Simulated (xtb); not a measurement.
xtb input:

```bash
xtb mol.xyz --gfn 1 --sp --chrg -1 --uhf 0
```
mol.xyz:
```
10

F      1.63394505    -1.06399377    -0.54006197
Si     1.25059463     0.58686059    -0.38132654
C     -0.24550251     0.34817695     0.91659923
Si    -1.83093415    -0.12453717     0.09688187
H      2.27815768     0.91504558     0.74043421
H     -0.38679354     1.30707265     1.43108782
H      0.03508065    -0.39599281     1.67045508
H     -1.70813122    -1.32872601    -0.77145544
H     -2.95918163    -0.45187623     1.03750595
H     -2.36686919     0.96883102    -0.76483973
```

Task: Predict the final energy.

Result: -14.44387 Eh (GFN1-xTB).

It need not be the lowest isomer of its formula. Whether it binds its extra electron was not tested at this geometry.
